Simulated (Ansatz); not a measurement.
The molecule LaCl, multiplicity 3 (an upper state: multiplicity 1 came lower at CCSD(T)/def2-TZVPP on PBE0 minima). No spin–orbit coupling.

The constants come from a fifth-degree fit in 1/R (seven points, main isotopes). Runs in def2 and cc sets follow the lowest solution found near the PBE0 minimum.

The values were computed with Ansatz (Gaussian orbitals). Values without a source in brackets are computed. In def2 rows elements past Kr take small-core potentials, without spin–orbit coupling.

```tsv
level	r_e (Å)	ω_e (cm⁻¹)	ω_e x_e (cm⁻¹)	B_e (cm⁻¹)	dipole (D)
PBE/def2-TZVPP	2.568	320	0.92	0.0915	4.33
PBE0/def2-TZVPP	2.566	324	0.91	0.0916	4.69
wB97X-V/def2-TZVPP	2.589	318	0.86	0.0900	4.79
CCSD/def2-TZVPP	2.596	318	0.82	0.0895	-
CCSD(T)/def2-TZVPP	2.589	320	0.82	0.0900	-
```

Correlated levels freeze the inner cores; with def2 sets outer-core shells near the valence are correlated too.

Ansatz is a quantum-chemistry and plane-wave program.
